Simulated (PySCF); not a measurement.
## Calculated data, B₂H₃O, BClFH, BH₆NSi₂, CH₃FOSi and others

All values are calculated (PySCF 2.14.0). Calculation on a computer-drawn molecule: optimised geometry and harmonic frequencies of an isolated molecule of the commonest isotopes, restricted reference for singlets and unrestricted otherwise, frozen core in MP2.

Common to all runs: multiplicity 1.

```yaml
- entry: 1
  formula: B2H3O
  start_structure:
    atoms_angstrom:
      - [B, -0.3704, -0.191, -0.8519]
      - [B, -1.3881, -1.176, 0.1443]
      - [O, -2.1325, -1.8115, 0.8919]
      - [H, 0.2384, -0.7354, -1.7115]
      - [H, -0.3473, 0.9696, -0.6099]
      - [H, -2.4679, -2.6827, 1.0921]
  given:
    charge: 1
    method: MP2
    basis: cc-pVDZ
    drawn_bonds_atom: [1, 2, 1, 1, 3]
    drawn_bonds_other_atom: [2, 3, 4, 5, 6]
    drawn_bonds_order: [1, 1, 1, 1, 1]
  results:
    optimised_atom_element: [B, B, O, H, H, H]
    "optimised_atom_x [angstrom]": [-0.366, -1.375, -2.129, 0.2545, -0.351, -2.501]
    "optimised_atom_y [angstrom]": [-0.1881, -1.187, -1.823, -0.7201, 0.9791, -2.688]
    "optimised_atom_z [angstrom]": [-0.8566, 0.1248, 0.8856, -1.727, -0.603, 1.131]
    "modes_frequency [cm^-1]": [248.9, 267.4, 303.8, 311.1, 673.0, 783.7, 950.6, 1172, 1818, 2704, 2839, 3792]
    "modes_reduced_mass [dalton]": [1.304, 1.71, 2.871, 1.457, 5.379, 1.575, 1.385, 1.119, 8.889, 1.045, 1.135, 1.079]
    "rotational_constants [GHz]": [201.4, 6.995, 6.76]
    "total_energy [hartree]": -126.0380
    "convergence_status_largest_gradient_component [hartree/bohr]": 1.72e-05
- entry: 2
  formula: BClFH
  start_structure:
    atoms_angstrom:
      - [F, 0.6685, 0.8338, 1.2163]
      - [B, 0.8697, -0.1003, 0.2865]
      - [Cl, -0.0555, 0.0042, -1.0952]
      - [H, 1.7985, -0.8133, 0.4412]
  given:
    charge: 0
    method: HF
    basis: "cc-pV(D+d)Z"
    drawn_bonds_atom: [1, 2, 2]
    drawn_bonds_other_atom: [2, 3, 4]
    drawn_bonds_order: [1, 1, 1]
  results:
    optimised_atom_element: [F, B, Cl, H]
    "optimised_atom_x [angstrom]": [0.664, 0.9107, -0.08045, 1.787]
    "optimised_atom_y [angstrom]": [0.8328, -0.04729, -0.02255, -0.8386]
    "optimised_atom_z [angstrom]": [1.25, 0.3049, -1.141, 0.4341]
    "modes_frequency [cm^-1]": [416.9, 845.9, 926.3, 1161, 1353, 2835]
    "modes_reduced_mass [dalton]": [15.58, 4.798, 1.571, 1.286, 6.066, 1.096]
    "rotational_constants [GHz]": [61.29, 5.565, 5.102]
    "total_energy [hartree]": -584.3105
    "convergence_status_largest_gradient_component [hartree/bohr]": 2.125e-05
- entry: 3
  formula: BH6NSi2
  start_structure:
    atoms_angstrom:
      - ["N", -0.6802, -2.4361, -3.1425]
      - [Si, 0.2287, -1.5975, -2.1285]
      - [B, 0.0062, -0.9332, -0.3297]
      - [Si, -0.8607, 0.7785, 0.1647]
      - [H, -1.6571, -2.7126, -2.8922]
      - [H, 1.4873, -1.2763, -2.8329]
      - [H, 0.2791, -1.659, 0.586]
      - [H, -0.1147, 1.4371, 1.226]
      - [H, -2.1944, 0.5313, 0.6888]
      - [H, -0.9881, 1.6636, -0.9924]
  given:
    charge: 0
    method: HF
    basis: "cc-pV(D+d)Z"
    drawn_bonds_atom: [1, 2, 3, 1, 2, 3, 4, 4, 4]
    drawn_bonds_other_atom: [2, 3, 4, 5, 6, 7, 8, 9, 10]
    drawn_bonds_order: [2, 1, 1, 1, 1, 1, 1, 1, 1]
  results:
    optimised_atom_element: ["N", Si, B, Si, H, H, H, H, H, H]
    "optimised_atom_x [angstrom]": [-0.7389, 0.2487, -0.01618, -0.8844, -1.668, 1.586, 0.341, -0.09064, -2.233, -1.038]
    "optimised_atom_y [angstrom]": [-2.446, -1.654, -0.9591, 0.8172, -2.708, -1.331, -1.663, 1.491, 0.5006, 1.749]
    "optimised_atom_z [angstrom]": [-3.168, -2.226, -0.3365, 0.1795, -2.894, -2.767, 0.5688, 1.236, 0.7172, -0.9629]
    "modes_frequency [cm^-1]": [35.41, 43.8, 133.2, 208.5, 428.3, 459.1, 489.6, 648.9, 670.6, 733.5, 762.6, 812.6, 921.3, 982.6, 1001, 1018, 1036, 1213, 2290, 2301, 2308, 2328, 2700, 3820]
    "modes_reduced_mass [dalton]": [1.582, 1.504, 3.091, 2.703, 2.346, 1.29, 1.359, 1.183, 1.608, 2.422, 1.86, 1.078, 1.156, 1.186, 1.273, 1.119, 1.039, 7.635, 1.043, 1.047, 1.03, 1.042, 1.091, 1.079]
    "rotational_constants [GHz]": [12.83, 1.592, 1.521]
    "total_energy [hartree]": -660.4204
    "convergence_status_largest_gradient_component [hartree/bohr]": 2.017e-05
- entry: 4
  formula: CH3FOSi
  start_structure:
    atoms_angstrom:
      - [C, -0.0778, 0.2175, 0.4764]
      - [Si, -1.0439, 1.2852, 1.6218]
      - [O, -2.2088, 0.95, 2.4844]
      - [F, -0.3962, 2.7378, 1.5442]
      - [H, -0.4532, -0.8042, 0.4953]
      - [H, -0.1457, 0.614, -0.5398]
      - [H, 0.9768, 0.2284, 0.762]
  given:
    charge: 0
    method: MP2
    basis: "cc-pV(D+d)Z"
    drawn_bonds_atom: [1, 2, 2, 1, 1, 1]
    drawn_bonds_other_atom: [2, 3, 4, 5, 6, 7]
    drawn_bonds_order: [1, 2, 1, 1, 1, 1]
  results:
    optimised_atom_element: [C, Si, O, F, H, H, H]
    "optimised_atom_x [angstrom]": [-0.07548, -1.048, -2.244, -0.3749, -0.4509, -0.1435, 0.9879]
    "optimised_atom_y [angstrom]": [0.2157, 1.287, 0.9385, 2.756, -0.8171, 0.6202, 0.229]
    "optimised_atom_z [angstrom]": [0.4739, 1.626, 2.512, 1.53, 0.4877, -0.5497, 0.7649]
    "modes_frequency [cm^-1]": [84.64, 243.1, 307.1, 337.5, 692.0, 767.1, 811.5, 894.4, 1251, 1287, 1443, 1452, 3099, 3198, 3233]
    "modes_reduced_mass [dalton]": [1.057, 3.422, 5.402, 12.03, 4.931, 1.328, 1.572, 5.291, 6.791, 1.417, 1.048, 1.049, 1.036, 1.1, 1.104]
    "rotational_constants [GHz]": [7.509, 6.407, 3.534]
    "total_energy [hartree]": -503.5432
    "convergence_status_largest_gradient_component [hartree/bohr]": 3.344e-05
- entry: 5
  formula: AlFH3NSi
  start_structure:
    atoms_angstrom:
      - [F, 0.484, -1.8381, 2.993]
      - [Al, 0.0344, -0.5296, 2.0817]
      - ["N", -0.1286, -0.5126, 0.3224]
      - [Si, -0.2214, -0.5332, -1.2839]
      - [H, -0.3477, 0.676, 2.9111]
      - [H, 0.8673, -0.2001, -2.217]
      - [H, -1.3939, -0.9546, -2.0716]
  given:
    charge: 0
    method: HF
    basis: "cc-pV(D+d)Z"
    drawn_bonds_atom: [1, 2, 3, 2, 4, 4]
    drawn_bonds_other_atom: [2, 3, 4, 5, 6, 7]
    drawn_bonds_order: [1, 1, 2, 1, 1, 1]
  results:
    optimised_atom_element: [F, Al, "N", Si, H, H, H]
    "optimised_atom_x [angstrom]": [0.498, -0.008669, -0.1224, -0.2072, -0.3554, 0.8942, -1.404]
    "optimised_atom_y [angstrom]": [-1.861, -0.5022, -0.5233, -0.5673, 0.7312, -0.2063, -0.9633]
    "optimised_atom_z [angstrom]": [2.849, 2.044, 0.3101, -1.246, 2.944, -2.156, -2.009]
    "modes_frequency [cm^-1]": [85.99, 97.23, 145.4, 309.3, 539.2, 579.7, 725.2, 754.8, 767.8, 858.9, 1101, 1445, 2043, 2348, 2356]
    "modes_reduced_mass [dalton]": [2.906, 7.357, 1.21, 12.02, 1.356, 7.427, 1.18, 1.247, 1.183, 10.73, 1.061, 14.58, 1.043, 1.055, 1.031]
    "rotational_constants [GHz]": [19.7, 1.814, 1.694]
    "total_energy [hartree]": -686.5798
    "convergence_status_largest_gradient_component [hartree/bohr]": 3.604e-05
```
